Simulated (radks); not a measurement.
All-electron atom: Hg3+ in [Xe] 4f14 5d9. Calculated with a radial shooting solver on a logarithmic mesh with Libxc functionals: scalar-relativistic Kohn-Sham, BLYP, spin-polarised, spherical densities, point nucleus; open shells are filled with parallel spins first (spin-orbit coupling, left out, can overturn this in heavy ions).

Normalised radial functions P(r) = r R(r), r in bohr:

```
   r/bohr * 4f down (the largest magnitude, 1.48, reaches the edge; | marks zero)
0.0007259 *
0.0009604 *
 0.001271 *
 0.001695 *
 0.002243 *
 0.002991 *
 0.003957 *
 0.005236 *
 0.006984 *
 0.009241 *
  0.01223 *
  0.01631 *
  0.02158 *
  0.02855 *
  0.03808 |*
  0.05038 |*
   0.0672 |  *
  0.08891 |      *
   0.1176 |             *
   0.1569 |                        *
   0.2076 |                                     *
   0.2747 |                                                 *
   0.3664 |                                                      *
   0.4847 |                                                 *
   0.6414 |                                    *
   0.8554 |                     *
    1.132 |         *
     1.51 |  *
    1.997 |*
    2.643 *
    3.525 *
    4.664 *
```

4f down: eigenvalue -130.15 eV, 0 radial nodes, <r> = 0.482 bohr, 90 % of the charge inside 0.771 bohr.
